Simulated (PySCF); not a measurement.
**Bi: excitation energy**

Bi [Xe] 4f14 5d10 6s2 6p3 (4S) → Bi [Xe] 4f14 5d10 6s2 6p2 7s1 (4P), as a difference of total energies. All numbers are calculated (PySCF 2.14, scalar relativity through the core potential, in aug-cc-pVQZ-PP with ECP60MDF (7s7p5d3f2g, 92 functions)). Correlated levels: valence: 5s2 5p6 5d10 frozen. The calculations carry no spin-orbit coupling.

```json
{"method": "UHF", "excitation energy (cm⁻¹)": "41497"}
{"method": "LDA", "excitation energy (cm⁻¹)": "41415"}
{"method": "PBE", "excitation energy (cm⁻¹)": "40686"}
{"method": "PBE0", "excitation energy (cm⁻¹)": "41885"}
{"method": "r2SCAN", "excitation energy (cm⁻¹)": "43744"}
{"method": "CAM-B3LYP", "excitation energy (cm⁻¹)": "42273"}
{"method": "B3LYP", "excitation energy (cm⁻¹)": "41265"}
{"method": "wB97M-V", "excitation energy (cm⁻¹)": "41899"}
{"method": "LC-wPBE", "excitation energy (cm⁻¹)": "43601"}
{"method": "MP2 (valence)", "excitation energy (cm⁻¹)": "42641"}
{"method": "SCS-MP2 (valence)", "excitation energy (cm⁻¹)": "42428"}
```

Spin-orbit coupling is strong in these open shells (close to jj coupling). The scalar numbers leave it out and a first-order estimate fails, so it can dominate the gap to the real levels.

The promoted electron is Rydberg-like, and one or two diffuse shells describe it only roughly, which tends to raise the upper state.
